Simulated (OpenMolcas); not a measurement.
Gd2+: moving or changing the point charges

Gd2+ among 6 point charges of -2 e arranged as an octahedron (Oh), 2.49 Å from the ion.

```
Program             : OpenMolcas
Method              : CASSCF
Basis               : ANO-RCC-VTZP [8s7p5d3f2g1h]
Scalar Hamiltonian  : DKH2, point nucleus
Active space        : 8 electrons in 7 orbitals (4f)
State averaging     : 2S+1 = 7 even, 7 roots; 2S+1 = 5 even, 77 roots kept (CI in the orbitals of an earlier block); 2S+1 = 3 even, 50 roots kept (CI in the orbitals of an earlier block); 2S+1 = 1 even, 1 root kept (CI in the orbitals of an earlier block, 0 in the spin-orbit step)
Spin-orbit coupling : RASSI with atomic mean-field integrals over the reference wave functions
```

Runs around this geometry, states (labels of O, the rotations of Oh). Energies in cm-1 above the lowest state or level, χT in cm3 K/mol; under a threefold ground state the first gap can be a small split of the lowest multiplet, not the spin-orbit step.

| R (Å) | Ground state | First state of that spin | First gap with spin-orbit (degeneracies) | Width of lowest J | χT at 300 K |
| --- | --- | --- | --- | --- | --- |
| 2.49 | 7T1 | 7A2 1491 | 28.3 (2, 3) |  | 10.476 |
| 2.73 | 7A2 | 7T2 456.2 | 33.3 (1, 3) | 369 | 11.582 |
| 2.85 | 7A2 | 7T2 373.8 | 29.2 (1, 3) | 306 | 11.650 |

The ground state changes within this set.

High states are left out of the spin-orbit mixing, which shifts the levels that they would mix with. The free ion's ground configuration, as NIST lists it, lies outside this active space, so the lowest level here need not be the ground level. Point charges carry no covalency, so the field is a model and not that of real ligands. No measured value stands beside these numbers.
